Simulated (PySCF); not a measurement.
Electron correlation in Ta³⁺ (tantalum, charge +3)

[Xe] 4f14 5d2, high-spin 3F determinant. Calculation: PySCF 2.14, in def2-QZVPPD with the def2 core potential (60 electrons); a scalar-relativistic core potential. Frozen: nothing; 10 electrons correlated.

```
  level  correlation energy (mhartree)
   CCSD                        -231.61
    (T)                          -4.24
CCSD(T)                        -235.85
```

Diagnostics: T1 = 0.0036, D1 = 0.0082, largest double amplitude 0.022.

Question: Is a single reference adequate?

Answer: Yes, within this model without spin-orbit coupling: T1 lies below 0.03 and no double amplitude reaches 0.07.

The basis has no tight functions for the innermost shells, so their pair energies are far from complete.

This basis was not built for core-valence correlation, so the inner-shell part is incomplete.
